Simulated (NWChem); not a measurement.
Species: SiF2, singlet; SMILES F[Si]F

Computed with NWChem. Pople sets run with spherical d functions. Low-valent species are run as closed-shell singlets; no triplet was tried in these runs. All runs use the structure optimised with B3LYP/6-31G* (spherical d). Static field.

Order these runs by computing time, cheapest first, and give rough ratios: PBE/def2-SVP; PBE/aug-cc-pVTZ; PBE/Sadlej pVTZ.

PBE/def2-SVP (1), PBE/Sadlej pVTZ (5), PBE/aug-cc-pVTZ (30). Ratios are rough, from one shared machine; the cheapest took about 2.9 core-seconds (a rough figure). What differs between the cheapest and the dearest: isotropic polarisability (bohr³) 23.5 → 30.6; anisotropy (bohr³) 4.0 → 2.2.
